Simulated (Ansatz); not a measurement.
Consider the formal exchange of groups at a B–B bond: `BBB[SeH]` + ethylene → `C=CB[SeH]` + `BB`.

Program: Ansatz. Geometries: PBE0-D4/def2-TZVP. ΔE: electronic, gas phase. CCSD(T)/CBS adds triple-zeta CCSD(T) − MP2 to the extrapolated MP2 energy (def2 sets, frozen cores). This one scheme is used for every species. Functionals use def2-TZVPP. For Se outer-core shells are correlated without core-valence functions, which leaves a few kJ/mol of doubt a bond. Scalar relativity is left out up to krypton. One conformer a species, not always the lowest.

`BBB[SeH]`:

Z-matrix (Å, degrees):
```
B
B 1 1.624
H 1 1.199 2 122.9
H 1 1.201 2 120.5 3 179.6
B 2 1.646 1 125.1 3 -87.7
H 2 1.206 1 117.8 3 90.6
Se 5 1.914 2 122.4 1 -87.2
H 5 1.196 2 120.2 1 92.2
H 7 1.470 5 97.5 2 -179.2
```

`C=C`:

Cartesian coordinates in Å:
```
C 0.159 0.543 -0.342
C -0.159 -0.543 0.342
H 0.921 1.232 0.007
H -0.328 0.791 -1.279
H -0.921 -1.232 -0.007
H 0.328 -0.791 1.279
```

`C=CB[SeH]`:

Cartesian coordinates in Å:
```
C -0.133 -0.485 -1.552
C 0.066 0.243 -0.448
B -0.104 -0.376 0.946
Se 0.160 0.579 2.586
H -0.419 -1.530 -1.487
H -0.020 -0.074 -2.552
H 0.351 1.287 -0.569
H -0.418 -1.520 1.087
H 0.517 1.876 1.990
```

`BB`:

```xyz
6

B    -0.091    0.802    0.100
B     0.092   -0.802   -0.101
H     0.628    1.601   -0.434
H    -0.956    1.262    0.795
H    -0.463   -1.403   -0.980
H     0.790   -1.460    0.620
```

Problem. Is it downhill or uphill in electronic energy at CCSD(T)/CBS, and by how much? (An estimate is asked.)

Solution. Computed: Downhill: ΔE = -3.3 kcal/mol.

Problem. What do these levels give: LDA (SPW92), PBE-D4, r2SCAN-D4, B97M-V, PBE, revPBE, BLYP, r2SCAN, r2SCANh, RPA@PBE/def2-TZVPP, HF/def2-TZVPP, SCS-MP2/def2-QZVPP? (Best estimate.)

Solution. Computed: LDA (SPW92) -1.4, PBE-D4 -1.4, r2SCAN-D4 -2.2, B97M-V -1.8, PBE -1.2, revPBE -1.1, BLYP -2.5, r2SCAN -2.2, r2SCANh -2.4, RPA@PBE/def2-TZVPP -4.1, HF/def2-TZVPP -5.7, SCS-MP2/def2-QZVPP -5.1 kcal/mol.

Problem. What do rigid-rotor, harmonic-oscillator terms from PBE0-D4/def2-TZVP frequencies (298.15 K, 1 bar) make of the CCSD(T)/CBS value? (An estimate is asked.)

Solution. Ansatz gave: ΔZPE = -0.7 kcal/mol, ΔH = -4.2 kcal/mol, ΔS = -7 J/(mol·K), ΔG = -3.7 kcal/mol.

Largest T1 diagnostic among the species: 0.014.

From PBE to PBE0 (25 % exact exchange), in def2-TZVPP and without D4, ΔE moves by −0.8 kcal/mol. Leaving LDA and LC-ωPBE aside and taking each functional with its dispersion term where it has one, the values, not all of them listed here, spread over 2.8 kcal/mol, from BHLYP-D4 to PBE-D4.
